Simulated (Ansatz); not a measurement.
Si4, 4 atoms. Charge 0, multiplicity 1. All runs use 4 threads of an Arm Neoverse V1 on a shared host. Correlated methods freeze the cores. Open-shell runs search over several starts.

(1) Give the basis size and wall time and peak host memory of each of these runs in Ansatz. RKS PBE-QIDH (frozen core)/def2-TZVPP energy; RKS ωB97M-V/def2-QZVPP energy; direct RPA on PBE orbitals/def2-TZVPP energy; RHF-CCSD(T)/cc-pV(D+d)Z energy; RKS PBE-D4/def2-TZVPP energy and forces; RKS PBE0-D4/def2-TZVP frequencies; UKS B2PLYP (frozen core)/def2-TZVPP energy of the cation; UKS ωB97M-V/def2-TZVPP energy of the cation; UHF-MP2/def2-QZVPP energy of the cation; RKS PBE0-D4/def2-QZVPP energy; RHF-CCSD(T)/def2-QZVPP energy; RHF-CCSD(T)/def2-TZVPP energy. (An estimate is asked.)

## Answers

(1) Computed: Other jobs shared the machine, so times are rough.

```csv
level,job,functions,wall time,peak host memory (GiB)
RHF-CCSD(T)/cc-pV(D+d)Z,energy,92,1.2 s,0.34
RKS PBE-QIDH (frozen core)/def2-TZVPP,energy,168,2.8 s,0.35
RKS PBE-D4/def2-TZVPP,energy and forces,168,3.1 s,0.37
RHF-CCSD(T)/def2-TZVPP,energy,168,3.5 s,0.71
RKS PBE0-D4/def2-QZVPP,energy,280,4 s,0.86
direct RPA on PBE orbitals/def2-TZVPP,energy,168,4.5 s,0.34
RKS PBE0-D4/def2-TZVP,frequencies,148,11 s,0.35
RKS ωB97M-V/def2-QZVPP,energy,280,11 s,1
RHF-CCSD(T)/def2-QZVPP,energy,280,17 s,3.2
UKS B2PLYP (frozen core)/def2-TZVPP,energy of the cation,168,19 s,0.53
UKS ωB97M-V/def2-TZVPP,energy of the cation,168,37 s,1
UHF-MP2/def2-QZVPP,energy of the cation,280,2.7 min,1.1
```
